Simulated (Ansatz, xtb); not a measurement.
System: GaCl, net charge 1, doublet state. 
Structure (B3LYP-D3(BJ)/def2-TZVP (Ansatz, an electronic-structure program) minimum search):
```xyz
2

Ga     0.0000     0.0000    -0.7517
Cl     0.0000     0.0000     1.3707
```
Charge +1, spin multiplicity 2.

Harmonic wavenumbers from GFN2-xTB (xtb, at its own minimum), cm⁻¹: 282.

Q: Give the harmonic wavenumbers at B3LYP-D3(BJ)/def2-TZVP (Ansatz, finite differences of forces, unscaled).

A: 383 cm⁻¹. Zero-point energy 0.5 kcal/mol.

Q: From these and the geometry, give the ideal-gas thermochemistry at 298.15 K and 1 atm (rigid rotor, harmonic oscillator).

A: Point group C∞v, rotational symmetry number 1. Rotational constants 4.774, 4.774 GHz. S(trans) 39.87, S(rot) 16.24, S(vib) 1.03, S(elec, spin only) 1.38, S 58.5 cal/(mol K). H(298) - H(0) 2.28 kcal/mol; G - E(el) -14.6 kcal/mol.
